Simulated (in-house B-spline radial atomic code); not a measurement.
A fraction x of an electron is added to 3p in S, starting from [Ne] 3s2 3p4 and keeping the highest spin. Method: non-relativistic TPSS, spin-polarised, spherical fractional occupations, point nucleus. Calculated with a radial B-spline atomic code at the basis-set limit.

```tsv
x	E(x) - E(0) (eV)	3p down level (eV)
0	0.0000	-5.938
0.1	-0.5538	-5.141
0.2	-1.0286	-4.358
0.3	?	?
0.4	-1.7474	-2.842
0.5	-1.9949	-2.112
0.6	?	?
0.7	-2.2762	-0.718
0.8	-2.3149	-0.061
```

What belongs in the row x = 0.3?

An energy change of -1.4259 eV; 3p down at -3.591 eV.

What belongs in the row x = 0.6?

An energy change of -2.1704 eV; 3p down at -1.403 eV.

Check Janak's theorem between x = 0.1 and 0.2.

The slope of the energy is -4.75 eV; the orbital levels give -4.75 eV (ε of the filling orbital, averaged over the two points).

Up to what added charge does this functional bind the extra electron?

The highest level rises by about 6.6 eV per electron near x = 0.8 and would reach zero near x = 0.81, so a whole extra electron isn't bound at the basis-set limit.
